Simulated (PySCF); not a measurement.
H3O, SMILES [OH3+], charge +1. Atoms are numbered in the order given.

```xyz
4

O      0.0000     0.0000     0.0742
H      0.8173     0.4719    -0.1977
H      0.0000    -0.9438    -0.1977
H     -0.8173     0.4719    -0.1977
```
Charge +1, spin multiplicity 1.

Coordinates come from a B3LYP-D3(BJ)/def2-TZVPD optimisation.

Level of theory: PBE/pcJ-2 in PySCF.

Isotropic couplings with Fermi-contact, spin-dipole and both spin-orbit terms, one fixed conformer, no vibrational averaging. Isotopes: 1H.

### Question
Estimate the spin–spin coupling constants. (Estimate from the structure and the level; the computed values follow.)

### Answer

```tsv
pair	bonds apart	J (Hz)
H2–H3	2	-0.9
H2–H4	2	-0.9
H3–H4	2	-0.9
```
